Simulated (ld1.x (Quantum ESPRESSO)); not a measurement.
# Building the TM potential for Xe (Z = 54) (PBE, scalar-relativistic).

The input file (ld1.x (Quantum ESPRESSO) 7.5):

```
&input
   title='Xe', zed=54., rel=1, dft='PBE', iswitch=3,
   config='[Kr] 4d10 5s2 5p4 5d-2',
   nld=3, rlderiv=1.70, eminld=-5.0, emaxld=5.0, deld=0.02
 /
 &inputp
   pseudotype=2, tm=.true., lloc=2,
   nlcc=.false.,
   file_pseudopw='Xe.UPF', file_wfcaegen='ae.wfc', file_wfcncgen='nc.wfc', file_beta='beta', file_chi='chi'
 /
3
5S  1  0   2.00   0.00  1.30  1.30  0.0
5P  2  1   4.00   0.00  1.45  1.45  0.0
5D  3  2  -2.00   0.35  1.55  1.55  0.0
 &test
   configts(1)='5s2 5p4'
 /
```

Command:

```bash
ld1.x < Xe.in > Xe.out
```

Output (shortened: banner, matrices, multipoles, cross overlaps and the repeated all-electron block are left out):

```
Program LD1 v.7.5
     --------------------------- All-electron run ----------------------------

     Xe
     scalar relativistic calculation

     atomic number is 54.00
     dft =PBE   lsd =0 sic =0 latt =0  beta=0.20 tr2=1.0E-14
     Exchange-correlation= PBE
                           (   1   4   3   4   0   0   0)
     mesh =1249 r(mesh) = 100.58629 a.u. xmin = -7.00 dx = 0.01250
     1 Ry =  13.60569312 eV, c = 137.03599908

     n l     nl                  e(Ry)          e(Ha)          e(eV)
     1 0     1S 1( 2.00)     -2527.9991     -1263.9995    -34395.1796
     2 0     2S 1( 2.00)      -394.7716      -197.3858     -5371.1412
     2 1     2P 1( 6.00)      -354.3766      -177.1883     -4821.5393
     3 0     3S 1( 2.00)       -82.0042       -41.0021     -1115.7238
     3 1     3P 1( 6.00)       -68.9595       -34.4797      -938.2416
     4 0     4S 1( 2.00)       -16.0828        -8.0414      -218.8180
     4 1     4P 1( 6.00)       -11.9515        -5.9757      -162.6084
     3 2     3D 1(10.00)       -49.6216       -24.8108      -675.1368
     4 2     4D 1(10.00)        -5.9276        -2.9638       -80.6495
     5 0     5S 1( 2.00)        -2.8886        -1.4443       -39.3020
     5 1     5P 1( 4.00)        -1.9574        -0.9787       -26.6312

     final scf error:  6.7E-15 reached in  24 iterations

     Etot =  -14892.089090 Ry,   -7446.044545 Ha, -202617.194117 eV

     Ekin =   15661.293176 Ry,    7830.646588 Ha,  213082.748859 eV
     Encl =  -35964.727152 Ry,  -17982.363576 Ha, -489325.040889 eV
     Eh   =    5783.147116 Ry,    2891.573558 Ha,   78683.724945 eV
     Exc  =    -371.802229 Ry,    -185.901115 Ha,   -5058.627032 eV

     normalization and overlap integrals

     s(1S/1S) =  1.000000  <r> =   0.0267  <r2> =    0.0010  r(max) =   0.0172
     s(2S/2S) =  1.000000  <r> =   0.1146  <r2> =    0.0155  r(max) =   0.0964
     s(2P/2P) =  1.000000  <r> =   0.1003  <r2> =    0.0123  r(max) =   0.0780
     s(3S/3S) =  1.000000  <r> =   0.3064  <r2> =    0.1073  r(max) =   0.2790
     s(3P/3P) =  1.000000  <r> =   0.3044  <r2> =    0.1074  r(max) =   0.2721
     s(4S/4S) =  1.000000  <r> =   0.7165  <r2> =    0.5796  r(max) =   0.6610
     s(4P/4P) =  1.000000  <r> =   0.7645  <r2> =    0.6653  r(max) =   0.6949
     s(3D/3D) =  1.000000  <r> =   0.2809  <r2> =    0.0933  r(max) =   0.2256
     s(4D/4D) =  1.000000  <r> =   0.8745  <r2> =    0.8919  r(max) =   0.7490
     s(5S/5S) =  1.000000  <r> =   1.7856  <r2> =    3.5811  r(max) =   1.6056
     s(5P/5P) =  1.000000  <r> =   2.0906  <r2> =    4.9378  r(max) =   1.8423

     ------------------------ End of All-electron run ------------------------

     --------------------- Generating NC pseudopotential ---------------------

      Generating local pot.: lloc=2, matching radius rcloc =   1.5500

      Wfc   5S  rcut= 1.298  Using Troullier-Martins method

      Wfc   5P  rcut= 1.435  Using Troullier-Martins method

     ------------------- End of pseudopotential generation -------------------

     Computing logarithmic derivative in   1.69857
     Computing logarithmic derivative in   1.69857
     Computing the partial wave expansion
     R is outside the sphere for l=    0 j= 0.00
     R is outside the sphere for l=    1 j= 0.00
       no projector for channel:   2

     ---------------------- Testing the pseudopotential ----------------------

     Xe
     scalar relativistic calculation

     atomic number is 54.00   valence charge is  8.00
     dft =PBE   lsd =0 sic =0 latt =0  beta=0.20 tr2=1.0E-14
     mesh =1249 r(mesh) = 100.58629 xmin = -7.00 dx = 0.01250

     n l     nl             e AE (Ry)        e PS (Ry)    De AE-PS (Ry)
     1 0     5S   1( 2.00)       -2.88865       -2.88863       -0.00002
     2 1     5P   1( 4.00)       -1.95736       -1.95733       -0.00002

     eps = 1.6E-17  iter =  6

     Etot =  -14892.089090 Ry,   -7446.044545 Ha, -202617.194117 eV
     Etotps =   -28.645079 Ry,     -14.322539 Ha,    -389.736150 eV

     Ekin =       8.388462 Ry,       4.194231 Ha,     114.130845 eV
     Encl =     -48.455424 Ry,     -24.227712 Ha,    -659.269626 eV
     Ehrt =      16.244234 Ry,       8.122117 Ha,     221.014057 eV
     Ecxc =      -4.147918 Ry,      -2.073959 Ha,     -56.435293 eV
     Epseu=      -0.674433 Ry,      -0.337217 Ha,      -9.176133 eV

     ---------------------- End of pseudopotential test ----------------------
```

Note: ghost states, extra bound levels that the all-electron valence spectrum of the same l lacks: s at -7615.9 eV, p at -1996.8 eV. A true bound ghost makes a file unfit for plane-wave use.

Generation and configuration tests took about 3.5 s on one core of a shared server CPU.

Transferability test of the new file with ld1.x, input:

```
&input
   title='Xe', zed=54., rel=1, dft='PBE', iswitch=2,
   config='[Kr] 4d10 5s2 5p4 5d-2'
 /
 &test
   file_pseudo='Xe.UPF', nconf=7,
   configts(1)='5s2 5p4',
   configts(2)='5s2 5p6',
   configts(3)='5s2 5p5',
   configts(4)='5s2 5p3',
   configts(5)='5s2 5p5.5',
   configts(6)='5s1 5p6',
   configts(7)='5s2 5p2'
 /
```

```bash
ld1.x < Xe.test.in > Xe.test.out
```

Pseudopotential blocks of its output, shortened (energy terms left out):

```
     ---------------------- Testing the pseudopotential ----------------------

     n l     nl             e AE (Ry)        e PS (Ry)    De AE-PS (Ry)
     1 0     5S   1( 2.00)       -2.88865       -2.88863       -0.00002
     2 1     5P   1( 4.00)       -1.95736       -1.95733       -0.00002

     eps = 1.0E-16  iter =  6

     Etot =  -14892.089090 Ry,   -7446.044545 Ha, -202617.194117 eV
     Etotps =   -28.645079 Ry,     -14.322539 Ha,    -389.736150 eV

     ---------------------- End of pseudopotential test ----------------------

          ---------------------- Testing the pseudopotential ----------------------

     n l     nl             e AE (Ry)        e PS (Ry)    De AE-PS (Ry)
     1 0     5S   1( 2.00)       -1.45100       -1.45043       -0.00057
     2 1     5P   1( 6.00)       -0.60521       -0.60491       -0.00030

     eps = 6.6E-15  iter = 15

     Etot =  -14894.609192 Ry,   -7447.304596 Ha, -202651.481857 eV
     Etotps =   -31.165260 Ry,     -15.582630 Ha,    -424.024966 eV
     dEtot_ae =      -2.520102 Ry
     dEtot_ps =      -2.520182 Ry,   Delta E=       0.000079 Ry

     ---------------------- End of pseudopotential test ----------------------

          ---------------------- Testing the pseudopotential ----------------------

     n l     nl             e AE (Ry)        e PS (Ry)    De AE-PS (Ry)
     1 0     5S   1( 2.00)       -2.13716       -2.13658       -0.00058
     2 1     5P   1( 5.00)       -1.25006       -1.24965       -0.00041

     eps = 4.2E-15  iter = 15

     Etot =  -14893.687743 Ry,   -7446.843871 Ha, -202638.944900 eV
     Etotps =   -30.243924 Ry,     -15.121962 Ha,    -411.489551 eV
     dEtot_ae =      -1.598653 Ry
     dEtot_ps =      -1.598845 Ry,   Delta E=       0.000192 Ry

     ---------------------- End of pseudopotential test ----------------------

          ---------------------- Testing the pseudopotential ----------------------

     n l     nl             e AE (Ry)        e PS (Ry)    De AE-PS (Ry)
     1 0     5S   1( 2.00)       -3.69193       -3.69311        0.00118
     2 1     5P   1( 3.00)       -2.71470       -2.71562        0.00093

     eps = 3.6E-17  iter = 11

     Etot =  -14889.757517 Ry,   -7444.878759 Ha, -202585.471456 eV
     Etotps =   -26.312415 Ry,     -13.156208 Ha,    -357.998648 eV
     dEtot_ae =       2.331573 Ry
     dEtot_ps =       2.332663 Ry,   Delta E=      -0.001091 Ry

     ---------------------- End of pseudopotential test ----------------------

          ---------------------- Testing the pseudopotential ----------------------

     n l     nl             e AE (Ry)        e PS (Ry)    De AE-PS (Ry)
     1 0     5S   1( 2.00)       -1.78474       -1.78411       -0.00063
     2 1     5P   1( 5.50)       -0.91877       -0.91837       -0.00040

     eps = 1.4E-15  iter = 13

     Etot =  -14894.229107 Ry,   -7447.114554 Ha, -202646.310533 eV
     Etotps =   -30.785239 Ry,     -15.392619 Ha,    -418.854512 eV
     dEtot_ae =      -2.140017 Ry
     dEtot_ps =      -2.140160 Ry,   Delta E=       0.000143 Ry

     ---------------------- End of pseudopotential test ----------------------

          ---------------------- Testing the pseudopotential ----------------------

     n l     nl             e AE (Ry)        e PS (Ry)    De AE-PS (Ry)
     1 0     5S   1( 1.00)       -2.19052       -2.18637       -0.00415
     2 1     5P   1( 6.00)       -1.29223       -1.29182       -0.00042

     eps = 2.7E-15  iter = 17

     Etot =  -14892.795053 Ry,   -7446.397526 Ha, -202626.799228 eV
     Etotps =   -29.352914 Ry,     -14.676457 Ha,    -399.366746 eV
     dEtot_ae =      -0.705963 Ry
     dEtot_ps =      -0.707836 Ry,   Delta E=       0.001873 Ry

     ---------------------- End of pseudopotential test ----------------------

          ---------------------- Testing the pseudopotential ----------------------

     n l     nl             e AE (Ry)        e PS (Ry)    De AE-PS (Ry)
     1 0     5S   1( 2.00)       -4.53805       -4.54067        0.00262
     2 1     5P   1( 2.00)       -3.51362       -3.51557        0.00195

     eps = 7.0E-15  iter = 30

     Etot =  -14886.647427 Ry,   -7443.323714 Ha, -202543.156524 eV
     Etotps =   -23.199940 Ry,     -11.599970 Ha,    -315.651264 eV
     dEtot_ae =       5.441663 Ry
     dEtot_ps =       5.445139 Ry,   Delta E=      -0.003476 Ry

     ---------------------- End of pseudopotential test ----------------------
```
